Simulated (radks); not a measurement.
Task: Coulomb parameter of the 4f shell of the samarium ion Sm3+ in the model configuration [Xe] 4f4 5d1, as a second difference U = [E(n + 0.25) + E(n - 0.25) - 2 E(n)] / (0.25)^2 with all orbitals relaxed. "Bare": the charge of the atom changes with n. "Screened": the 5d shell takes up the change at fixed total charge, which measures U(4f,4f) + U(5d,5d) - 2 U(4f,5d). Calculated with a radial shooting solver on a logarithmic mesh with Libxc functionals: scalar-relativistic Kohn-Sham, r2SCAN, spin-unpolarised, spherical densities, finite nucleus; meta-GGA in the generalised Kohn-Sham scheme; Fermi nuclear charge, rms radius 5.0819 fm. Estimate both.

Result: U(bare) = 19.257 eV, U(screened by 5d) = 5.366 eV, against the Slater integral F0(4f,4f) = 29.402 eV with frozen orbitals.
